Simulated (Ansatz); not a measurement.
**Redistribution: C2H8OSi + SiH3(CN) → C2H10OSi2 + HCN**

Species: C2H8OSi `CO[SiH2]C`, singlet; SiH3(CN) (silyl cyanide), singlet; C2H10OSi2 `CO[SiH2]C[SiH3]`, singlet; HCN (hydrogen cyanide) `C#N`, singlet. The partners trade H for SiH3; both sit on C, so the bond types are kept.

Shapes, held fixed at every level: PBE0-D4/def2-TZVP. Flexible molecules stand in one conformer, not always the lowest. Programs: Ansatz 0.2.0. Electronic energies: no zero-point or thermal term.

```tsv
level	kind	ΔE (kJ/mol)	less CCSD(T)/CBS estimate
PBE-D4/def2-TZVPP	GGA	+32.9	+0.2
B3LYP-D4/def2-TZVPP	global hybrid	+36.6	+3.9
PBE0-D4/def2-TZVPP	global hybrid	+32.0	-0.7
wB97X-V/def2-TZVPP	range-separated hybrid	+34.4	+1.7
MP2/def2-TZVPP	perturbation theory	+33.8	+1.1
CCSD(T)/def2-TZVPP	coupled cluster or CI	+33.2	+0.5
CCSD/def2-TZVPP	coupled cluster or CI	+34.2	+1.5
CCSD(T)/CBS estimate	coupled cluster or CI	+32.7	0.0
```

The highest level, CCSD(T)/CBS estimate, gives ΔE = +32.7 kJ/mol; the levels span +32.0 to +36.6. The column of differences is taken from that level and isn't an error. No measured value is set beside it here. The CBS estimate extrapolates MP2 from def2-TZVPP and def2-QZVPP and adds CCSD(T) − MP2 in the triple-zeta set, cores frozen.
